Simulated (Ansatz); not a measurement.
ClFGeH₄SSi, SMILES `F[SiH](Cl)[S][GeH3]`, relaxed with RKS PBE0-D4/def2-TZVP in Ansatz from a PBE-D4/def2-SVP geometry. The force threshold is 0.005 eV/Å; the program also tests the step.

Charge 0, multiplicity 1.

Start:

```xyz
9

F     2.678    1.453    0.776
Si    1.542    0.424    0.227
Cl    1.983   -1.457    0.968
S    -0.331    1.143    0.946
Ge   -1.655   -0.272   -0.235
H     1.625    0.357   -1.264
H    -1.382   -0.084   -1.749
H    -3.088    0.167    0.137
H    -1.373   -1.732    0.194
```

(1) How much energy does the relaxation release, and in how many steps? (An estimate is asked.)

(2) Which bonds change most? (Best estimate.)

(3) Give the relaxed structure. (Estimate.)

## Answers

(1) The calculation gave: 0.08 eV, in 15 steps.

(2) The calculation gave: F1–Si2 from 1.628 to 1.586 Å; Si2–S4 from 2.131 to 2.099 Å; S4–Ge5 from 2.269 to 2.241 Å; Si2–Cl3 from 2.069 to 2.044 Å.

(3) Computed: 
```xyz
9

F     2.638    1.328    0.914
Si    1.502    0.512    0.165
Cl    1.888   -1.479    0.412
S    -0.328    1.083    1.020
Ge   -1.615   -0.349   -0.127
H     1.592    0.796   -1.279
H    -0.994   -0.559   -1.516
H    -2.979    0.339   -0.227
H    -1.704   -1.672    0.639
```
